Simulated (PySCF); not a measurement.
**O²⁺: ionisation energy**

O²⁺ [He] 2s2 2p2 (3P) → O³⁺ [He] 2s2 2p1 (2P), as a difference of total energies. Calculation: PySCF 2.14, in aug-cc-pCVQZ-DK (9s8p6d4f2g, 109 functions); the spin-free X2C one-electron Hamiltonian (Gaussian nucleus). Correlated levels: valence: 1s2 frozen; valence and next inner shell: nothing frozen. The calculations carry no spin-orbit coupling.

```csv
method,ionisation energy (eV),difference from reference (eV)
UHF,54.602,-0.334
LDA,55.416,+0.480
PBE,55.264,+0.328
PBE0,55.298,+0.362
r2SCAN,55.593,+0.657
M06,55.294,+0.358
wB97X,55.087,+0.151
B2PLYP,55.207,+0.271
MP2 (valence),55.043,+0.107
SCS-MP2 (valence),54.887,-0.049
MP2 (valence and next inner shell),55.105,+0.169
SCS-MP2 (valence and next inner shell),54.935,-0.001
```

Reference: 54.936 eV (semi-empirical (NIST evaluation); NIST Atomic Spectra Database, ionization energies).

Errors of the correlated levels include the incompleteness of this basis and the frozen core.
